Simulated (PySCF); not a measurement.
**Structure from 2D NMR**

Compound of formula C₆H₁₄O. Correlations simulated from computed shifts and the bond graph:

HSQC (one-bond C–H):
```
  δH    δC
3.58  60.5
1.25  18.6
1.24  29.6
```

COSY cross peaks (H two or three bonds apart, from the bond graph; peaks can be absent where the dihedral angle is near 90°):
```
  δH    δH
3.58  1.25
```

HMBC (two and three bonds, from the bond graph):
```
  δH          δC
3.58  74.5, 18.6
1.25        60.5
1.24  74.5, 29.6
```

Carbons without hydrogens: δ 74.5.

All values are calculated (PySCF 2.14.0 with density-fitted response routines): PBE0/pcSseg-1 with gauge-including orbitals, GFN2-xTB structure. No solvent model, one computed conformer, non-relativistic Hamiltonian, averaged over atoms made equivalent by symmetry, fast rotation or ring inversion.

References, each an isolated molecule treated in the same way: TMS for ¹H, ¹³C.

Exchangeable hydrogens are left out of these lists.

Problem. Work out the connectivity.

Solution. SMILES C(C)OC(C)(C)C.

Structure with atom numbers: `[CH3:1][CH2:2][O:3][C:4]([CH3:5])([CH3:6])[CH3:7]`; H(Xn) means a hydrogen on atom n.

- δC 74.5 is C4, a fully substituted sp3 carbon bonded to O.
- δC 60.5 is C2, an sp3 CH2 bonded to O (δH 3.58).
- δC 29.6 is C5/C6/C7, a methyl carbon (δH 1.24).
- δC 18.6 is C1, a methyl carbon (δH 1.25).
- HMBC from δH 3.58 reaches the proton-free carbon C4.
- HMBC from δH 1.24 reaches the proton-free carbon C4.
- COSY links 3.58–1.25.

The shifts were computed for this structure.

Shifts are as computed. Against solution values, carbons near 30 ppm lie about +3 ppm off and those near 130 ppm about +5 ppm. Of 246 compounds with measured shifts, 49 miss one by over three times the rms of a fit or turn the order of signals round; such compounds aren't used in these exercises.
